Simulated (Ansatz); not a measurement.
Reaction (hydrogen abstraction from the Si–H bond): `O[Si](O)(F)O[SiH3]` + H• → `O[Si](O)(F)O[SiH2]`• + H₂

Gas-phase electronic energies from Ansatz, PBE0-D4/def2-TZVP geometries. CBS: MP2 limit from def2 TZ/QZ plus the TZ coupled-cluster correction, frozen cores. This one scheme is used for every species, atoms too. DFT in def2-TZVPP. B3LYP here is the variant with VWN-RPA as its local correlation; programs differ in this. Open shells (•) are unrestricted, without spin–orbit coupling. One conformer a species, not always the lowest.

`O[Si](O)(F)O[SiH3]`:

```xyz
11

O     1.333    1.818   -0.402
Si    0.386    0.881    0.526
O    -1.129    1.446    0.463
F     0.959    0.920    2.007
O     0.365   -0.660    0.076
Si   -0.539   -1.865   -0.575
H     2.282    1.763   -0.288
H    -1.264    2.394    0.499
H     0.355   -3.030   -0.781
H    -1.107   -1.434   -1.877
H    -1.639   -2.234    0.350
```

`O[Si](O)(F)O[SiH2]`•:

Z-matrix (Å, degrees):
```
Si
O 1 1.623
F 1 1.587 2 108.2
O 1 1.618 2 109.0 3 121.3
O 1 1.610 2 113.3 3 -118.2
H 2 0.958 1 118.6 3 43.2
H 4 0.958 1 118.4 2 -41.5
Si 5 1.644 1 144.9 2 -113.9
H 8 1.490 5 107.1 1 169.0
H 8 1.492 5 109.9 1 48.8
```

H₂:

Z-matrix (Å, degrees):
```
H
H 1 0.746
```

CCSD(T)/CBS gives -11.0 kcal/mol.

Q: Another level gave -9.5 kcal/mol. Which?
A. B3LYP/def2-TZVPP
B. SCS-MP2/def2-TZVPP
C. PBE0/def2-TZVPP
D. HF/def2-TZVPP

A: B. SCS-MP2/def2-TZVPP -9.5, PBE0 -11.6, B3LYP -14.2, HF/def2-TZVPP -5.3 kcal/mol.

Largest T1 diagnostic among the species: 0.013.

From PBE to PBE0 (25 % exact exchange), in def2-TZVPP and without D4, ΔE moves by +1.8 kcal/mol. In def2-TZVPP, CCSD(T) changes the Hartree–Fock value by −5.8 kcal/mol (the triples alone add −0.0 kcal/mol) and MP2 by −3.4 kcal/mol.
